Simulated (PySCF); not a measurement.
# Energy of I²⁺ (iodine, charge +2) between two integer charges

The 5p alpha orbital of [Kr] 4d10 5s2 5p3 is emptied in steps (occupation f), with all orbitals relaxed, ending at [Kr] 4d10 5s2 5p2. All numbers are calculated (PySCF 2.14, scalar relativity through the core potential, in aug-cc-pVDZ-PP with ECP28MDF (5s4p3d, 32 functions)). The exact energy is a straight line in f; departures are measured from the line between the end points of the same method.

```tsv
f	UHF (eV)	LDA (eV)	PBE (eV)	PBE0 (eV)	r2SCAN (eV)	LC-wPBE (eV)	BHandHLYP (eV)	wB97X (eV)	CAM-B3LYP (eV)	BLYP (eV)
1	0.000	0.000	0.000	0.000	0.000	0.000	0.000	0.000	0.000	0.000
0.9	0.040	-0.446	-0.434	-0.316	-0.411	-0.065	-0.207	-0.092	-0.201	-0.442
0.7	0.093	-1.043	-1.013	-0.736	-0.952	-0.148	-0.482	-0.216	-0.468	-1.034
0.5	0.109	-1.243	-1.204	-0.874	-1.122	-0.173	-0.574	-0.260	-0.557	-1.231
0.3	0.091	-1.045	-1.009	-0.731	-0.932	-0.142	-0.482	-0.221	-0.467	-1.034
0.1	0.038	-0.447	-0.431	-0.312	-0.396	-0.059	-0.207	-0.096	-0.200	-0.443
0	0.000	0.000	0.000	0.000	0.000	0.000	0.000	0.000	0.000	0.000
```

Q: For PBE0, how does the orbital energy at f = 1 compare with the removal energy?

A: −ε = 26.867 eV against a total-energy difference of 30.382 eV. By Janak's theorem ε = ∂E/∂f, so the gap between them reflects the curvature. Along the path −ε is 27.575 (f = 0.9), 28.989 (f = 0.7), 30.397 (f = 0.5), 31.791 (f = 0.3), 33.163 (f = 0.1) eV.

```json
{"method": "UHF", "E(f=0) − E(f=1) (eV)": "29.823", "−ε at f=1 (eV)": "30.272", "−ε at f=0.5 (eV)": "29.816"}
{"method": "LDA", "E(f=0) − E(f=1) (eV)": "30.464", "−ε at f=1 (eV)": "25.514", "−ε at f=0.5 (eV)": "30.458"}
{"method": "PBE", "E(f=0) − E(f=1) (eV)": "30.275", "−ε at f=1 (eV)": "25.452", "−ε at f=0.5 (eV)": "30.284"}
{"method": "PBE0", "E(f=0) − E(f=1) (eV)": "30.382", "−ε at f=1 (eV)": "26.867", "−ε at f=0.5 (eV)": "30.397"}
{"method": "r2SCAN", "E(f=0) − E(f=1) (eV)": "30.546", "−ε at f=1 (eV)": "25.966", "−ε at f=0.5 (eV)": "30.606"}
{"method": "LC-wPBE", "E(f=0) − E(f=1) (eV)": "30.435", "−ε at f=1 (eV)": "29.713", "−ε at f=0.5 (eV)": "30.453"}
{"method": "BHandHLYP", "E(f=0) − E(f=1) (eV)": "30.239", "−ε at f=1 (eV)": "27.943", "−ε at f=0.5 (eV)": "30.240"}
{"method": "wB97X", "E(f=0) − E(f=1) (eV)": "30.062", "−ε at f=1 (eV)": "29.042", "−ε at f=0.5 (eV)": "30.048"}
{"method": "CAM-B3LYP", "E(f=0) − E(f=1) (eV)": "30.330", "−ε at f=1 (eV)": "28.103", "−ε at f=0.5 (eV)": "30.332"}
{"method": "BLYP", "E(f=0) − E(f=1) (eV)": "30.038", "−ε at f=1 (eV)": "25.126", "−ε at f=0.5 (eV)": "30.037"}
```

Reference removal energy between the ground levels: 29.57 ± 0.025 eV (measured; NIST Atomic Spectra Database, ionization energies). The calculation has no spin-orbit coupling. UHF lacks correlation.
